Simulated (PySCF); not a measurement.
Species: 3-aminophenol, C6H7NO.
Z-matrix (Å and degrees, PBE0-D3(BJ)/def2-SVP geometry), rows numbered from 1:
```
N 
C   1  1.3788
C   2  1.4082  1  120.66
C   3  1.3887  2  119.90  1   177.76
C   4  1.3935  3  121.44  2    -0.02
C   5  1.3992  4  118.73  3     0.00
O   6  1.3511  5  122.22  4  -179.99
C   6  1.3946  5  120.50  4     0.09
H   1  1.0108  2  116.54  3    21.97
H   1  1.0109  2  116.71  3   160.75
H   3  1.0926  2  119.71  1    -1.88
H   4  1.0930  3  119.30  2   179.95
H   5  1.0936  4  120.91  3   179.95
H   7  0.9626  6  108.78  5    -0.10
H   8  1.0921  2  120.92  1     2.00
```

All values: PBE0/pcSseg-1 and PBE0/def2-SVPD (PySCF, non-relativistic), on one gas-phase PBE0-D3(BJ)/def2-SVP geometry that isn't relaxed in the solvent. The solvent is an IEF-PCM continuum (Bondi radii, 1.10 Å for H, scaled by 1.2). Specific hydrogen bonds and non-electrostatic terms are outside this model.

Gas phase at PBE0/pcSseg-1: HOMO -5.82 eV, LUMO 0.17 eV, dipole 1.17 D.

Q: What does the continuum do to the energy, the frontier levels and the dipole at PBE0/pcSseg-1 in benzene and dichloromethane?

A: 
```tsv
solvent	ε	E(solvent) − E(gas) (kcal/mol)	polarisation term (kcal/mol)	distortion of the solute (kcal/mol)	HOMO (eV)	LUMO (eV)	dipole (D)
benzene	2.271	-4.32	-4.55	0.23	-5.84	0.13	1.29
dichloromethane	8.93	-8.55	-9.44	0.89	-5.88	0.05	1.41
```

The first energy column is the sum of the next two and covers electrostatics alone. From benzene to dichloromethane the lowering changes by a factor 1.98, Onsager's factor (ε − 1)/(2ε + 1) by 1.83 and ε itself by 3.9.

Q: Which radius a makes the point-dipole formula ΔE = −[(ε − 1)/(2ε + 1)]·μ²/a³ give the value in dichloromethane, with the gas-phase dipole?

A: μ = 0.462 au and |ΔE| = 0.01362 Eh give a = 0.99 Å; the farthest nucleus lies 3.31 Å from the centroid of the nuclei, so such a sphere wouldn't even hold the nuclei. The formula assumes a rigid point dipole at the centre of a sphere.

Q: Which Mulliken charges (PBE0/pcSseg-1) respond most in benzene (means over atoms taken as equivalent)?

A: 
| atoms | environment | gas (e) | solvent (e) | change |
| --- | --- | --- | --- | --- |
| C2 | aromatic carbon bearing nitrogen | +0.074 | +0.055 | -0.019 |
| H14 | phenol-type hydroxyl hydrogen | +0.235 | +0.249 | +0.014 |
| H9/H10 | N–H hydrogen | +0.184 | +0.195 | +0.011 |
| O7 | phenol-type oxygen | -0.379 | -0.390 | -0.011 |
| H13 | aromatic hydrogen | +0.090 | +0.100 | +0.010 |
| C6 | aromatic carbon bearing oxygen | +0.176 | +0.168 | -0.008 |
| H11 | aromatic hydrogen | +0.086 | +0.094 | +0.008 |
| C3 | aromatic CH carbon | -0.090 | -0.097 | -0.007 |
| C4 | aromatic CH carbon | -0.082 | -0.089 | -0.007 |
| C8 | aromatic CH carbon | -0.092 | -0.099 | -0.007 |
| H12 | aromatic hydrogen | +0.093 | +0.100 | +0.007 |
| H15 | aromatic hydrogen | +0.098 | +0.103 | +0.005 |

Q: How do the nuclear quadrupole coupling constants eQVzz/h respond in benzene?

A: 
```tsv
nucleus	Q (barn)	gas (MHz)	solvent (MHz)	η gas	η solvent
14N at N1	0.02044	-5.41	-5.26	0.09	0.12
17O at O7	-0.0256	-10.57	-10.42	0.85	0.85
```

Gas phase at PBE0/def2-SVPD: HOMO -5.88 eV, LUMO 0.05 eV, dipole 1.13 D.

Q: What does the continuum do to the energy, the frontier levels and the dipole at PBE0/def2-SVPD in benzene and dichloromethane?

A: 
```tsv
solvent	ε	E(solvent) − E(gas) (kcal/mol)	polarisation term (kcal/mol)	distortion of the solute (kcal/mol)	HOMO (eV)	LUMO (eV)	dipole (D)
benzene	2.271	-4.05	-4.30	0.25	-5.88	0.03	1.27
dichloromethane	8.93	-8.07	-9.11	1.04	-5.91	-0.03	1.43
```

Q: How does the static polarisability (PBE0/def2-SVPD, frozen core, with the continuum's full static response) change?

A: 
| medium | isotropic (au) | principal values (au) | ⟨r²⟩ of the electrons (bohr²) |
| --- | --- | --- | --- |
| gas | 84.4 | 49.8, 91.8, 111.6 | 932.4 |
| benzene | 98.5 | 56.7, 107.7, 131.2 | 931.4 |
| dichloromethane | 113.9 | 66.5, 124.6, 150.8 | 930.4 |

The isotropic value in dichloromethane is 1.35 times the gas-phase one; no cavity-field correction is applied. ⟨r²⟩ is taken about the centre of nuclear charge.
